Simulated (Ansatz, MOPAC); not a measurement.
Dissociation curve of SBe, lowest triplet found (which spin is the ground state isn't settled by this scan). Each curve is given relative to its own lowest point between 1.57 and 2.37 Å, where full CI is lowest.

```
R / Å     A     B     C      D
-----  ----  ----  ----  -----
1.46   35.6  80.0  80.5  103.0
1.57   17.0  39.0  39.4   54.8
1.67    7.0  17.3  17.7   27.4
1.76    2.2   6.5   6.7   12.3
1.82    0.6   2.5   2.7    6.1
1.93    0.0   0.0   0.0    0.6
1.98    0.5   0.4   0.3    0.0
2.04    1.5   1.8   1.5    0.5
2.09    2.8   3.5   3.1    1.8
2.15    4.9   6.1   5.6    4.1
2.27   10.6  12.6  11.6   10.6
2.37   17.0  18.6  17.2   17.2
2.54   29.9  28.7  26.7   29.6
2.74   44.8  38.0  36.1   43.5
2.92   54.9  43.1  41.9   47.7
3.22   63.8  47.0  46.3   51.9
3.54   66.7  48.5  47.5   53.9
3.97   67.3  49.1  47.8   54.8
```

Energies in kcal/mol.

Problem. Match the curves with the methods PM3, unrestricted, heats of formation run with MOPAC; PM6, unrestricted, heats of formation (MOPAC); CCSDT(Q) on UHF/cc-pVDZ, frozen core (Ansatz, a program for electronic structure); UHF/cc-pVDZ run with Ansatz.

Solution. A is PM3; B is UHF; C is UCCSDT(Q); D is PM6.

The scan ran from 1.46 to 6.86 Å; beyond the distances shown full CI changes its symmetry label. The unrestricted determinant behind UCCSDT(Q), UHF is spin-contaminated at 2.74 to 3.97 Å (<S²> up to 2.3, against 2.00 for a pure triplet).
